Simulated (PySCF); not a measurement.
**Ar³⁺ (argon, charge +3) across methods**

[Ne] 3s2 3p3, high-spin 4S determinant. Calculation: PySCF 2.14, in aug-cc-pwCVDZ; the non-relativistic Hamiltonian (point nucleus).

| method | E (hartree) | mean ε 3s α (eV) | mean ε 3s β (eV) | mean ε 3p α (eV) | Σ⟨r²⟩ (bohr²) | ⟨S²⟩ |
| --- | --- | --- | --- | --- | --- | --- |
| LC-wPBE | -524.2936 | -73.334 | -67.403 | -56.798 | 12.07 | 3.750 |
| LDA | -522.8085 | -66.817 | -62.637 | -51.554 | 12.09 | 3.750 |
| PBE0 | -524.2783 | -70.520 | -64.096 | -53.763 | 12.07 | 3.750 |
| revPBE | -524.3529 | -67.132 | -62.289 | -51.644 | 12.07 | 3.750 |
| r2SCAN | -524.4039 | -68.673 | -62.336 | -52.391 | 12.07 | 3.750 |
| M06-L | -524.4413 | -68.516 | -62.363 | -52.124 | 11.96 | 3.751 |
| r2SCAN0 | -524.4065 | -71.592 | -63.988 | -54.277 | 12.07 | 3.751 |
| UHF | -523.84731 | -79.856 | -67.427 | -59.233 | 12.14 | 3.751 |

(1) Estimate the same row for PBE.

Answers

(1) E (hartree) = -524.2347; mean ε 3s α (eV) = -67.098; mean ε 3s β (eV) = -62.392; mean ε 3p α (eV) = -51.642; Σ⟨r²⟩ (bohr²) = 12.08; ⟨S²⟩ = 3.750.
